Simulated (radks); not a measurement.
The numbers below are computed, except where a source is named.
Problem. These are the eigenvalues of the occupied orbitals of an atom or ion with whole-number occupations (hartree). Code: a radial shooting solver on a logarithmic mesh with Libxc functionals. Model: Dirac Kohn-Sham, PW91, spin-unpolarised, spherical densities, finite nucleus; Fermi nuclear charge, rms radius of each element as measured or else 0.836 A^(1/3) + 0.57 fm.

1s1/2: -2247.965
2s1/2: -381.0983
2p1/2: -363.5938
2p3/2: -325.1053
3s1/2: -86.30779
3p1/2: -78.56861
3p3/2: -70.39954
3d3/2: -57.20263
3d5/2: -55.41770
4s1/2: -17.40774
4p1/2: -14.27413
4p3/2: -12.42474
4d3/2: -7.26651
4d5/2: -6.92993
5s1/2: -2.56057
5p1/2: -1.71353
5p3/2: -1.48780
4f5/2: -0.67814
4f7/2: -0.62962

Which element is it, and in what charge state? The configuration may be excited. Open shells, if any, are shared by 2j + 1.

Solution. Z = 70, ytterbium, charge +2: Yb2+ in [Xe] 4f14. The list shows which subshells hold electrons but not how many an open one holds; the 1s level, -2248 hartree, gives Z - s = 67.1 by -(Z - s)^2/2, which with screening and relativity narrows Z to a few neighbours, and the depths of the outer levels then fix element, charge and occupations together.
